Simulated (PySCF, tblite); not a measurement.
C5H6F2O3 (charge +1 and doublet state).
Z-matrix (Å and degrees, GFN2-xTB geometry), rows numbered from 1:
```
O 
C   1  1.1704
C   2  1.5937  1  124.59
O   3  1.3522  2  104.54  1  -160.55
C   4  1.4077  3  109.58  2   -36.28
O   5  1.4159  4  112.21  3   -76.21
C   6  1.3652  5  115.92  4   -78.11
F   7  1.3366  6  111.47  5   -58.13
F   7  1.3430  6  110.64  5    60.56
C   2  1.5018  1  131.98  3  -179.56
H   3  1.1088  2   99.76  1    80.76
H   3  1.0940  2  115.38  1   -38.25
H   5  1.0972  4  107.54  3   161.30
H   7  1.1039  6  108.25  5  -179.23
H  10  1.0950  2  109.91  1    61.60
H  10  1.0950  2  109.95  1   -56.89
```

Computed geometry: GFN2-xTB, gas phase. This method treats the open shell by occupation alone, without spin polarisation.

Masses are those of the commonest isotopes; rigid-rotor values at the optimised geometry. The values belong to one conformer with, in the numbering `[O+:1]=[C:2]1[CH2:3][O:4][C@@H:5]([O:6][CH:7]([F:8])[F:9])[CH2:10]1`, O4–C5–O6–C7 -78°, C5–O6–C7–F8 -58°, O1–C2–C3–O4 -161°, C2–C3–O4–C5 -36°, C3–O4–C5–O6 -76°, O4–C5–C10–C2 -23°.

(1) What are A, B and C (cm⁻¹)?

(2) Classify the top.

(3) What does the inertial defect say?

(4) Give the other two planar moments, Paa and Pbb, and the rms extents of the mass along the axes.

(5) Give the coordinates in the principal-axis frame, origin at the centre of mass.

(6) List the rotational levels J(Ka,Kc) to J = 2 (MHz).

Answers

(1) Ia = 147.39, Ib = 641.42, Ic = 708.92 u·Å²; 505379 MHz·u·Å²/I gives 3429, 787.9 and 712.9 MHz, that is A = 0.11437, B = 0.02628, C = 0.02378 cm⁻¹.

(2) A near-prolate asymmetric top: κ = (2 × 787.9 − 3429 − 712.9)/(3429 − 712.9) = -0.94.

(3) Not planar: Δ = Ic − Ia − Ib = -79.89 u·Å². For a rigid frame Δ = −2 Σ m c², so Σ m c² = 39.94 u·Å² lies off the ab plane: 7.44 from hydrogen and 32.50 from heavier atoms. The atom farthest from that plane is 1.57 Å away.

(4) Paa = Σ m a² = (Ib + Ic − Ia)/2 = 601.47 and Pbb = Σ m b² = (Ia + Ic − Ib)/2 = 107.45 u·Å². With the mass M = 152.03 u, the rms extents √(P/M) along a, b and c are 1.99, 0.84, 0.51 Å.

(5) The sense of each axis is arbitrary; atoms in the order of the calculation.
```json
{"atom": "O1", "mass (u)": "15.995", "a (Å)": "-3.441", "b (Å)": "0.190", "c (Å)": "-0.443"}
{"atom": "C2", "mass (u)": "12.000", "a (Å)": "-2.320", "b (Å)": "0.136", "c (Å)": "-0.110"}
{"atom": "C3", "mass (u)": "12.000", "a (Å)": "-1.476", "b (Å)": "-1.210", "c (Å)": "0.014"}
{"atom": "O4", "mass (u)": "15.995", "a (Å)": "-0.437", "b (Å)": "-0.887", "c (Å)": "0.817"}
{"atom": "C5", "mass (u)": "12.000", "a (Å)": "-0.025", "b (Å)": "0.431", "c (Å)": "0.547"}
{"atom": "O6", "mass (u)": "15.995", "a (Å)": "0.723", "b (Å)": "0.523", "c (Å)": "-0.652"}
{"atom": "C7", "mass (u)": "12.000", "a (Å)": "2.026", "b (Å)": "0.122", "c (Å)": "-0.575"}
{"atom": "F8", "mass (u)": "18.998", "a (Å)": "2.699", "b (Å)": "0.821", "c (Å)": "0.344"}
{"atom": "F9", "mass (u)": "18.998", "a (Å)": "2.103", "b (Å)": "-1.169", "c (Å)": "-0.214"}
{"atom": "C10", "mass (u)": "12.000", "a (Å)": "-1.341", "b (Å)": "1.199", "c (Å)": "0.299"}
{"atom": "H11", "mass (u)": "1.008", "a (Å)": "-1.206", "b (Å)": "-1.362", "c (Å)": "-1.051"}
{"atom": "H12", "mass (u)": "1.008", "a (Å)": "-2.024", "b (Å)": "-2.072", "c (Å)": "0.406"}
{"atom": "H13", "mass (u)": "1.008", "a (Å)": "0.563", "b (Å)": "0.776", "c (Å)": "1.407"}
{"atom": "H14", "mass (u)": "1.008", "a (Å)": "2.489", "b (Å)": "0.259", "c (Å)": "-1.567"}
{"atom": "H15", "mass (u)": "1.008", "a (Å)": "-1.703", "b (Å)": "1.715", "c (Å)": "1.194"}
{"atom": "H16", "mass (u)": "1.008", "a (Å)": "-1.244", "b (Å)": "1.944", "c (Å)": "-0.499"}
```

(6) Above 0(0,0):
J = 1: 1(0,1) 1501, 1(1,1) 4142, 1(1,0) 4217
J = 2: 2(0,2) 4501, 2(1,2) 7068, 2(1,1) 7293, 2(2,1) 15216, 2(2,0) 15218
The levels of one J sum to (2J + 1)J(J + 1)(A + B + C)/3.

For this open shell read J as N, the rotation without spin; fine and hyperfine splittings come on top. Its GFN2-xTB frequencies are all real (lowest 30 cm⁻¹). Zero-point vibration and centrifugal distortion are left out.
